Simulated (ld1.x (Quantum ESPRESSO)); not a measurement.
iodine (I), TM: configuration errors across variants

| Property | Result |
| --- | --- |
| Element | I |
| Generator | ld1.x (Quantum ESPRESSO) 7.5 |
| Type | norm-conserving Troullier–Martins (Kleinman–Bylander form) |
| Functional | PBE |
| Relativity | scalar-relativistic |
| Frozen core | [Kr] 4d10 |
| Valence charge | 7 |
| Reference configuration | 5s1 5p6 |
| Partial waves | 5s (bound): rc 1.25 bohr; 5p (bound): rc 2.20 bohr |
| Local potential | all-electron potential smoothed inside 1.90 bohr (lloc = -1) |
| Core correction | Bessel-smoothed model core inside 0.90 bohr |

All-electron excitation energies from the reference (eV): (1) 5s2 5p5 -10.414; (2) 5s2 5p4 0.717; (3) 5s2 5p3 20.563; (4) 5s2 5p2 49.891; (5) 5s2 5p1 89.316; (6) 5s2 5p4.5 -5.882; (7) 5s2 5p5.3 -12.197.

5 further variants failed, have other tests or another functional or relativity, and are left out.

A true bound ghost makes a file unfit for plane-wave use even where its test errors are small: the radial tests pick states by their node count and pass the ghost by.

Errors AE − PS in meV (a dash: test not solved or not reliable):

| change | (1) | (2) | (3) | (4) | (5) | (6) | (7) | bound ghosts |
| --- | --- | --- | --- | --- | --- | --- | --- | --- |
| base | -20 | -36 | -53 | -72 | -111 | -28 | -15 | d |
| wave 5p (bound): rc 2.20 bohr becomes 5p (bound): rc 2.28 bohr | -18 | -35 | -51 | -72 | -117 | -26 | -13 | d |
| core correction Bessel-smoothed model core inside 1.04 bohr | -20 | -36 | -53 | -72 | -111 | -28 | -15 | d |
| local potential all-electron potential smoothed inside 2.50 bohr (lloc = -1) | -32 | -42 | -57 | -89 | -164 | -37 | -29 | s |
| all radii but the core radius scaled by about 0.95 (s 1.18, p 2.10 bohr); local potential all-electron potential smoothed inside 1.80 bohr (lloc = -1) | -23 | -53 | -90 | -141 | -224 | -37 | -16 | s, d |

Problem. Give the same row for: local potential the p channel.

Solution. -35, -43, -53, -76, -134, -39, -32; bound ghosts: none.
